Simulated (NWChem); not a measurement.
System: SiNH4F; SMILES N[SiH2]F

Input file for NWChem:

```
start job
memory heap 200 mb stack 900 mb global 1100 mb
geometry units angstroms
  Si     0.474687     0.085740     0.029285
  N     -0.338439    -1.427790     0.148622
  F     -0.485504     1.356482    -0.391353
  H      1.507599    -0.034298    -1.047618
  H      1.033319     0.411488     1.379447
  H     -0.964284    -1.620094     0.933965
  H     -0.646794    -1.919330    -0.693237
end
basis spherical
  * library 3-21g
end
dft
  xc hfexch
  iterations 150
end
driver
  maxiter 120
end
task dft optimize
task dft freq
```

The level has its own optimisation; frequencies are unscaled.

Q: What results follow from this input? (Hartree-Fock/3-21G.) Quantities: r N–Si (Å); r F–Si (Å); r H–Si (Å); r H–N (Å); highest harmonic frequency (cm⁻¹); lowest (cm⁻¹); zero-point energy (kcal/mol); dipole (D).

A: 
- r N–Si (Å): 1.718
- r F–Si (Å): 1.633
- r H–Si (Å): 1.474
- r H–N (Å): 1.000
- highest harmonic frequency (cm⁻¹): 3847
- lowest (cm⁻¹): 237
- zero-point energy (kcal/mol): 31.2
- dipole (D): 2.40
